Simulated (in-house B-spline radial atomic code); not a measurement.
Atomic self-consistent-field run: the manganese ion Mn²⁺ (an excited or competing configuration). Level of theory: non-relativistic M06-2X, spin-polarised, spherical fractional occupations, point nucleus; calculated with a radial B-spline atomic code at the basis-set limit.

Command:
```bash
python run_scf.py task.json out
```
Settings:
```
Z                25
configuration    [Ne] 3s2 3p5 3d5 4p1
hamiltonian      nr
method           m062x
spin_polarised   True
```

Output (hartree, bohr):
```
 radial grid: 52 intervals, B-splines of order 8, outer radius 38.5185 bohr

 iter        energy (Eh)    residual
    1       -1147.848109    8.87e-02
    2       -1147.863384    5.52e-03
    3       -1147.863499    3.28e-03
    4       -1147.863532    1.96e-03
    5       -1147.863548    4.12e-04
    6       -1147.863549    3.17e-05
    7       -1147.863549    7.76e-06
    8       -1147.863549    1.63e-06
    9       -1147.863549    8.63e-08

 total energy                     -1147.86355
 kinetic                            1147.0093
 electron-nucleus                  -2706.0334
 Hartree                             462.3235
 exact exchange                      -26.9876
 exchange-correlation                -24.1753

 orbital      occ     eigenvalue          <r>       <r^2>       <1/r>     <1/r^3>       r_max
 1s up      1.000      -238.4021    0.0616198  0.00509159     24.5028           -     0.04051
 1s down    1.000      -238.3695    0.0616103  0.00508998     24.5058           -     0.04051
 2s up      1.000       -29.0175     0.282795   0.0943714      5.2169           -      0.2351
 2s down    1.000       -28.8696     0.281239   0.0932278     5.24319           -      0.2348
 2p up      3.000       -25.0958     0.248128   0.0756918     5.17556     405.891      0.1888
 2p down    3.000       -24.9494     0.246704   0.0746703     5.19507     408.708      0.1886
 3s up      1.000        -4.5508     0.850995    0.833671     1.65614           -      0.7398
 3s down    1.000        -4.1668     0.860768    0.853334     1.62486           -      0.7397
 3p up      3.000        -3.4019     0.885724    0.919701     1.54803     51.7854      0.7467
 3p down    2.000        -2.8588     0.913669    0.982378     1.49238     46.9757      0.7533
 3d up      5.000        -1.4856      1.01654      1.2896     1.26336      4.9377      0.7278
 4p up      1.000        -0.5919      2.94292     9.79042    0.434102     4.29263       2.589
```

Run time, properties included: 0.14 s on 1 thread of Arm Neoverse V2, on a shared host.

Caution: exact exchange at fractional occupations of open shells leaves self-interaction of up to several eV.
